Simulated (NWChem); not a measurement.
System: TiH$_{4}$O$_{2}$; SMILES [OH][TiH2][OH]

Input file for NWChem:

```
start job
memory heap 200 mb stack 900 mb global 1100 mb
geometry units angstroms noautoz
  Ti     0.000000     0.000000    -0.409787
  O      1.514992    -0.000627     0.474002
  H      2.064469    -0.000948     1.265996
  O     -1.514992     0.000627     0.474002
  H     -2.064469     0.000948     1.265996
  H     -0.000602    -1.377347    -1.419218
  H      0.000602     1.377347    -1.419218
end
basis spherical
  * library def2-svp
end
dft
  xc r2scan0
  iterations 150
  mulliken
end
task dft energy
```

Excerpt of the output:

```
             Northwest Computational Chemistry Package (NWChem) 7.3.0
             --------------------------------------------------------

 C2V symmetry detected

                             Geometry "geometry" -> ""
                             -------------------------

 Output coordinates in angstroms (scale by  1.889725989 to convert to a.u.)

  No.       Tag          Charge          X              Y              Z
 ---- ---------------- ---------- -------------- -------------- --------------
    1 Ti                  22.0000     0.00000000     0.00000000    -0.36841257
    2 O                    8.0000     1.51499213     0.00000000     0.51537643
    3 H                    1.0000     2.06446922     0.00000000     1.30737043
    4 O                    8.0000    -1.51499213     0.00000000     0.51537643
    5 H                    1.0000    -2.06446922     0.00000000     1.30737043
    6 H                    1.0000     0.00000000    -1.37734713    -1.37784357
    7 H                    1.0000     0.00000000     1.37734713    -1.37784357

 Effective nuclear repulsion energy (a.u.)     157.8351875818

      Symmetry information
      --------------------

 Group name             C2v
 Group number             16
 Group order               4
 No. of unique centers     4

                                 NWChem DFT Module
                                 -----------------

 Summary of "ao basis" -> "ao basis" (spherical)
 ------------------------------------------------------------------------------
       Tag                 Description            Shells   Functions and Types
 ---------------- ------------------------------  ------  ---------------------
 Ti                         def2-svp                11       31   5s3p2d1f
 O                          def2-svp                 6       14   3s2p1d
 H                          def2-svp                 3        5   2s1p

      Symmetry analysis of basis
      --------------------------

        a1         32
        a2          9
        b1         22
        b2         16

            General Information
            -------------------
          SCF calculation type: DFT
          Wavefunction type:  closed shell.
          No. of atoms     :     7
          No. of electrons :    42
           Alpha electrons :    21
            Beta electrons :    21
          Charge           :     0
          Spin multiplicity:     1
          Use of symmetry is: on ; symmetry adaption is: on
          Maximum number of iterations: 150
          AO basis - number of functions:    79
                     number of shells:    35
          Convergence on energy requested:  1.00D-06
          Convergence on density requested:  1.00D-05
          Convergence on gradient requested:  5.00D-04

              XC Information
              --------------
                     r^2SCAN0 Method XC Functional
                     Hartree-Fock (Exact) Exchange  0.250
               r^2SCAN metaGGA Exchange Functional  0.750
                     r^2SCAN Correlation Potential  1.000

             Grid Information
             ----------------
          Grid used for XC integration:  medium
          Radial quadrature: Mura-Knowles
          Angular quadrature: Lebedev.
          Tag              B.-S. Rad. Rad. Pts. Rad. Cut. Ang. Pts.
          ---              ---------- --------- --------- ---------
          Ti                  1.40      112          10.0       590
          O                   0.60       49          10.0       434
          H                   0.35       45          11.0       434
          Grid pruning is: on
          Number of quadrature shells:   251
          Spatial weights used:  Erf1

      Superposition of Atomic Density Guess
      -------------------------------------

 Sum of atomic energies:        -999.63797036

      Non-variational initial energy
      ------------------------------

 Total energy =    -999.705323
 1-e energy   =   -1683.752585
 2-e energy   =     526.212074
 HOMO         =      -0.312280
 LUMO         =       0.019157

      Symmetry analysis of molecular orbitals - initial
      -------------------------------------------------

  Numbering of irreducible representations:

     1 a1          2 a2          3 b1          4 b2

  Orbital symmetries:

     1 a1          2 a1          3 a1          4 b1          5 b1
     6 a1          7 b2          8 a1          9 b1         10 a1
    11 b2         12 a1         13 b1         14 a1         15 b1
    16 a1         17 a2         18 b1         19 b2         20 a1
    21 b2         22 a1         23 a1         24 a2         25 b1
    26 b2         27 a1         28 b1         29 a1         30 a1
    31 b2

     ---------------------------------------------
      Total Density - Mulliken Population Analysis
     ---------------------------------------------

    Atom       Charge   Shell Charges
 -----------   ------   -------------------------------------------------------
    1 Ti  22    19.91   2.00  2.00  2.00  0.57  0.08  6.00  6.00  0.35  0.40  0.47  0.04
    2 O    8     9.00   1.99  1.12  0.65  3.21  2.02  0.00
    3 H    1     0.64   0.51  0.07  0.06
    4 O    8     9.00   1.99  1.12  0.65  3.21  2.02  0.00
    5 H    1     0.64   0.51  0.07  0.06
    6 H    1     1.40   0.78  0.62  0.00
    7 H    1     1.40   0.78  0.62  0.00

   convergence    iter        energy       DeltaE   RMS-Dens  Diis-err
 ---------------- ----- ----------------- --------- --------- ---------
 d= 0,ls=0.0,diis     1  -1001.6155924066 -1.16D+03  5.17D-02  2.16D+00
 d= 0,ls=0.0,diis     2   -990.0926856672  1.15D+01  3.87D-02  1.13D+02
 d= 0,ls=0.0,diis     3  -1001.7633786026 -1.17D+01  5.05D-03  2.17D+00
 d= 0,ls=0.0,diis     4  -1001.9589159904 -1.96D-01  3.28D-03  2.39D-01
 d= 0,ls=0.0,diis     5  -1001.9874327875 -2.85D-02  8.81D-04  1.44D-02
  Resetting Diis
 d= 0,ls=0.0,diis     6  -1001.9886899432 -1.26D-03  2.73D-04  1.11D-03
 d= 0,ls=0.0,diis     7  -1001.9888447190 -1.55D-04  4.85D-05  7.55D-06
 d= 0,ls=0.0,diis     8  -1001.9888443047  4.14D-07  2.53D-05  1.45D-05
 d= 0,ls=0.0,diis     9  -1001.9888455486 -1.24D-06  1.18D-05  1.55D-06
 d= 0,ls=0.0,diis    10  -1001.9888457143 -1.66D-07  4.78D-06  2.57D-07

         Total DFT energy =    -1001.988845714267
      One electron energy =    -1686.525764121203
           Coulomb energy =      587.191624305380
    Exchange-Corr. energy =      -60.489893480267
 Nuclear repulsion energy =      157.835187581822

 Numeric. integr. density =       41.999993499735

                  Occupations of the irreducible representations
                  ----------------------------------------------

                     irrep           alpha         beta
                     --------     --------     --------
                     a1               10.0         10.0
                     a2                1.0          1.0
                     b1                6.0          6.0
                     b2                4.0          4.0

                       DFT Final Molecular Orbital Analysis
                       ------------------------------------

 Vector   19  Occ=2.000000D+00  E=-3.728212D-01  Symmetry=b2
              MO Center=  2.6D-13,  6.0D-16,  4.6D-01, r^2= 2.8D+00
   Bfn.  Coefficient  Atom+Function         Bfn.  Coefficient  Atom+Function
  ----- ------------  ---------------      ----- ------------  ---------------
    36      0.419456  2 O  py                55      0.419456  4 O  py
    39      0.311231  2 O  py                58      0.311231  4 O  py
    16      0.178036  1 Ti d -1              13      0.134496  1 Ti py
    10     -0.106003  1 Ti py                21      0.082022  1 Ti d -1
    71      0.044444  6 H  s                 76     -0.044444  7 H  s

 Vector   20  Occ=2.000000D+00  E=-3.130849D-01  Symmetry=a1
              MO Center= -6.1D-15,  3.5D-13, -1.2D+00, r^2= 2.5D+00
   Bfn.  Coefficient  Atom+Function         Bfn.  Coefficient  Atom+Function
  ----- ------------  ---------------      ----- ------------  ---------------
     4      0.320095  1 Ti s                 70      0.301411  6 H  s
    75      0.301411  7 H  s                  3     -0.270476  1 Ti s
    19     -0.268409  1 Ti d  2              71      0.193703  6 H  s
    76      0.193703  7 H  s                 11      0.143557  1 Ti pz
    24     -0.127774  1 Ti d  2              14     -0.125144  1 Ti pz

 Vector   21  Occ=2.000000D+00  E=-3.012165D-01  Symmetry=b2
              MO Center= -4.7D-15, -3.6D-13, -1.0D+00, r^2= 2.4D+00
   Bfn.  Coefficient  Atom+Function         Bfn.  Coefficient  Atom+Function
  ----- ------------  ---------------      ----- ------------  ---------------
    16      0.392056  1 Ti d -1              70      0.299842  6 H  s
    75     -0.299842  7 H  s                 71      0.221131  6 H  s
    76     -0.221131  7 H  s                 10      0.202457  1 Ti py
    21      0.171109  1 Ti d -1              13     -0.163506  1 Ti py
    36     -0.068040  2 O  py                55     -0.068040  4 O  py

 Vector   22  Occ=0.000000D+00  E=-6.253073D-02  Symmetry=a1
              MO Center=  1.3D-16,  1.3D-15, -5.1D-01, r^2= 1.2D+00
   Bfn.  Coefficient  Atom+Function         Bfn.  Coefficient  Atom+Function
  ----- ------------  ---------------      ----- ------------  ---------------
    17      0.688828  1 Ti d  0              22      0.336344  1 Ti d  0
    19      0.296636  1 Ti d  2              14     -0.259738  1 Ti pz
    24      0.125196  1 Ti d  2              11      0.118356  1 Ti pz
     5      0.087303  1 Ti s                 35      0.079614  2 O  px
    54     -0.079614  4 O  px                38      0.061660  2 O  px

 Vector   23  Occ=0.000000D+00  E=-4.100342D-02  Symmetry=a2
              MO Center=  1.7D-14, -5.7D-15, -2.7D-01, r^2= 1.2D+00
   Bfn.  Coefficient  Atom+Function         Bfn.  Coefficient  Atom+Function
  ----- ------------  ---------------      ----- ------------  ---------------
    15      0.783443  1 Ti d -2              20      0.359468  1 Ti d -2
    39     -0.189805  2 O  py                58      0.189805  4 O  py
    36     -0.187402  2 O  py                55      0.187402  4 O  py

 Vector   24  Occ=0.000000D+00  E=-2.178562D-02  Symmetry=a1
              MO Center=  6.4D-15, -1.5D-13, -2.3D-01, r^2= 2.9D+00
   Bfn.  Coefficient  Atom+Function         Bfn.  Coefficient  Atom+Function
  ----- ------------  ---------------      ----- ------------  ---------------
    19      0.617652  1 Ti d  2               4     -0.398782  1 Ti s
    17     -0.348844  1 Ti d  0               5      0.309621  1 Ti s
    14     -0.250424  1 Ti pz                24      0.238094  1 Ti d  2
    34     -0.207133  2 O  s                 53     -0.207133  4 O  s
    47      0.196780  3 H  s                 66      0.196780  5 H  s

     ---------------------------------------------
      Total Density - Mulliken Population Analysis
     ---------------------------------------------

    Atom       Charge   Shell Charges
 -----------   ------   -------------------------------------------------------
    1 Ti  22    21.05   2.00  2.00  2.01  0.45 -0.02  6.00  6.03  0.50  1.27  0.77  0.05
    2 O    8     8.52   1.99  1.06  0.69  2.86  1.91  0.00
    3 H    1     0.77   0.65  0.05  0.07
    4 O    8     8.52   1.99  1.06  0.69  2.86  1.91  0.00
    5 H    1     0.77   0.65  0.05  0.07
    6 H    1     1.18   0.71  0.47  0.01
    7 H    1     1.18   0.71  0.47  0.01

     -------------------------------------------
      Total Density - Lowdin Population Analysis
     -------------------------------------------

    Atom       Charge   Shell Charges
 -----------   ------   -------------------------------------------------------
    1 Ti  22    21.67   2.00  2.00  1.91  0.38  0.13  5.99  5.82  0.84  1.15  1.34  0.12
    2 O    8     8.14   1.97  0.87  0.58  2.70  2.01  0.01
    3 H    1     0.90   0.55  0.17  0.18
    4 O    8     8.14   1.97  0.87  0.58  2.70  2.01  0.01
    5 H    1     0.90   0.55  0.17  0.18
    6 H    1     1.13   0.63  0.49  0.02
    7 H    1     1.13   0.63  0.49  0.02

     Multipole analysis of the density
     ---------------------------------

     L   x y z        total         alpha         beta         nuclear
     -   - - -        -----         -----         ----         -------
     0   0 0 0     -0.000000    -21.000000    -21.000000     42.000000

     1   1 0 0     -0.000000     -0.000000     -0.000000     -0.000000
     1   0 1 0     -0.000000     -0.000000     -0.000000      0.000000
     1   0 0 1      1.517727      0.758864      0.758864      0.000000

     2   2 0 0    -19.336048    -90.458506    -90.458506    161.580964
     2   1 1 0     -0.000000     -0.000000     -0.000000      0.000000
     2   1 0 1      0.000000     -0.000000     -0.000000      0.000000
     2   0 2 0    -25.121974    -19.335600    -19.335600     13.549226
     2   0 1 1      0.000000      0.000000      0.000000      0.000000
     2   0 0 2    -20.175550    -35.890783    -35.890783     51.606017
```

Level: r2SCAN0/def2-SVP. All runs use the structure optimised with B3LYP/6-31G* (spherical d).
